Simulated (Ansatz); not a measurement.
A nudged elastic band was laid between two geometries of a periodic cell of 19 atoms, GaC$_{18}$ (surface graphene monolayer, adsorbate Ga).

Method: Ansatz, DFT PBE, scalar-relativistic, plane waves, PAW. Settings: cutoff 420 eV, k mesh 2x2x1, gaussian smearing 0.05 eV, spin collinear.

```json
{
  "movable images": "5",
  "climbing image": "yes",
  "spring": "2.0 to 10.0 eV/Å², energy-weighted",
  "optimiser": "lbfgs",
  "start path": "straight line",
  "force threshold": "0.05 eV/Å",
  "iteration limit": "51",
  "end points": "relaxed"
}
```

First end point:

```xyz
19
Lattice="7.3980 0.0000 0.0000 -3.6990 6.4069 0.0000 0.0000 0.0000 11.0000" Properties=species:S:1:pos:R:3
C -0.001 -0.047 0.986
C 1.232 0.658 0.988
C -1.239 2.085 0.989
C -0.008 2.796 0.994
C -2.467 4.224 0.986
C -1.239 4.939 0.988
C 2.466 -0.047 0.986
C 3.698 0.664 0.986
C 1.232 2.080 0.994
C 2.473 2.796 0.994
C -0.008 4.228 0.993
C 1.232 4.944 0.992
C 4.931 -0.041 0.988
C 6.164 0.664 0.986
C 3.704 2.085 0.989
C 4.931 2.800 0.986
C 2.473 4.228 0.993
C 3.704 4.939 0.988
Ga 1.232 3.514 3.165
```

Last end point:

```xyz
19
Lattice="7.3980 0.0000 0.0000 -3.6990 6.4069 0.0000 0.0000 0.0000 11.0000" Properties=species:S:1:pos:R:3
C -0.001 -0.041 0.988
C 1.232 0.664 0.986
C -1.228 2.085 0.989
C -0.001 2.800 0.986
C -2.459 4.228 0.993
C -1.228 4.939 0.988
C 2.465 -0.047 0.986
C 3.698 0.658 0.988
C 1.227 2.085 0.989
C 2.458 2.796 0.994
C -0.001 4.224 0.986
C 1.227 4.939 0.988
C 4.932 -0.047 0.986
C 6.164 0.664 0.986
C 3.698 2.080 0.994
C 4.939 2.796 0.994
C 2.458 4.228 0.993
C 3.698 4.944 0.992
Ga 3.698 3.514 3.165
```

Q: Which bonds break or form, and what moves?

A: The atom that moves furthest is Ga19, by 2.47 Å; four of its nearest neighbours are C12 2.60, C17 2.60, C11 2.60, C10 2.60 Å at the first end and C18 2.60, C5 2.60, C17 2.60, C16 2.60 Å at the last.

Q: Give the energies along the band, and the barrier.

A: The run converged. The highest image is number 3 of 0 to 6, 0.162 eV above the ends, which have the same energy within 2 meV. By the program's own check the climbing image is of a kind that is not told: the force calls were inconclusive, a negative curvature could not be distinguished from the path's own, the only one lies far off the path, or fixed occupations may fill a level only in part (lowest curvatures found: -0.52 and 0.11 eV/Å²). Limits of this set-up: slab without dipole correction.

```json
{"image": "0", "path coordinate (Å)": "0.00", "energy (eV)": "0.000"}
{"image": "1", "path coordinate (Å)": "0.55", "energy (eV)": "0.073"}
{"image": "2", "path coordinate (Å)": "0.90", "energy (eV)": "0.139"}
{"image": "3", "path coordinate (Å)": "1.20", "energy (eV)": "0.162"}
{"image": "4", "path coordinate (Å)": "1.51", "energy (eV)": "0.139"}
{"image": "5", "path coordinate (Å)": "1.85", "energy (eV)": "0.073"}
{"image": "6", "path coordinate (Å)": "2.41", "energy (eV)": "0.000"}
```

Q: What is the geometry of the highest image?

A: 
```xyz
19
Lattice="7.3980 0.0000 0.0000 -3.6990 6.4069 0.0000 0.0000 0.0000 11.0000" Properties=species:S:1:pos:R:3
C 0.000 -0.044 0.990
C 1.232 0.661 0.990
C -1.234 2.087 0.991
C -0.004 2.800 0.989
C -2.463 4.224 0.989
C -1.234 4.938 0.991
C 2.465 -0.048 0.987
C 3.699 0.661 0.990
C 1.225 2.083 0.986
C 2.465 2.794 0.965
C -0.004 4.224 0.989
C 1.225 4.941 0.985
C 4.931 -0.044 0.990
C 6.164 0.665 0.987
C 3.706 2.083 0.986
C 4.935 2.800 0.989
C 2.465 4.230 0.964
C 3.706 4.941 0.985
Ga 2.465 3.514 3.230
```

The band took 10 iterations and roughly 7 core-minutes.

The run took 4 min on 2 threads of INTEL(R) XEON(R) PLATINUM 8581C CPU @ 2.10GHz (Emerald Rapids), on a shared host, peak memory 1.8 GiB.
